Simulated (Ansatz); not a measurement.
Species: CH$_{4}$BO$_{2}$ (charge -1, singlet). It need not be the lowest isomer of its formula. Whether it binds its extra electron was not tested at this geometry. 
Coordinates optimised at B3LYP-D3(BJ)/def2-TZVP (Ansatz, a program for electronic structure):
```xyz
8

C     -1.4875    -0.0909    -0.1357
B      0.1192     0.1416    -0.0282
O      0.7660     1.2323    -0.2748
O      0.7682    -1.0877     0.4000
H     -1.9147    -0.4023     0.8266
H     -2.0000     0.8198    -0.4564
H     -1.7321    -0.8895    -0.8485
H      1.7019    -0.8470     0.4318
```
Charge -1, spin multiplicity 1.

Basis-set convergence of Hartree-Fock and CCSD correlation energies (hartree) with Ansatz. Valence correlation only, unless marked. Spin-orbit coupling is left out. No relativistic terms.

```
basis        functions       E(HF)  E(corr, CCSD)
-----------  ---------  ----------  -------------
aug-cc-pVDZ        128  -214.74636       -0.68018
aug-cc-pVTZ        276  -214.80168       -0.80775
aug-cc-pVQZ        504  -214.81544       -0.84906
```

Extrapolating the two largest sets (X = 3 and 4) as X^-3: E(corr) = (64·(-0.84906) - 27·(-0.80775))/37 = -0.8792 Eh, an estimate of the basis-set limit. The largest set recovers 96.6 % of it, the smallest 77.4 %.
